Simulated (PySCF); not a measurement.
From computed data to an observable: oscillator strength and radiative lifetime

BClFH2N, SMILES NB(F)Cl.

Geometry: B3LYP-D3(BJ)/def2-SVP. The values are those of a single conformer.

TDA-CAM-B3LYP/def2-SVPD (PySCF) puts the first singlet state with f over 0.02 at 8.39 eV (vertical), with the transition dipole (0.363, 0.262, 0.000) in atomic units.

Problem. Find the oscillator strength, the wavelength and the radiative lifetime that this transition would have in vacuum if emission retraced absorption.

Solution. 
|μ|² = 0.2004 au, so |μ| = 1.14 D. ΔE = 8.39/27.211 = 0.3083 hartree. f = (2/3) ΔE |μ|² = 0.041 (the program prints 0.041).
λ = 1239.84/8.39 = 148 nm; ν = 67670 cm⁻¹.
Einstein's coefficient A = 0.6670 ν² f s⁻¹ (ν in cm⁻¹) = 1.3e8 s⁻¹, so τ = 1/A = 7.9 ns. This state is S2; the lower singlet has f = 0.013. The figure is the radiative limit of this one transition; relaxation, internal conversion, crossing to triplets and a medium change what is measured.
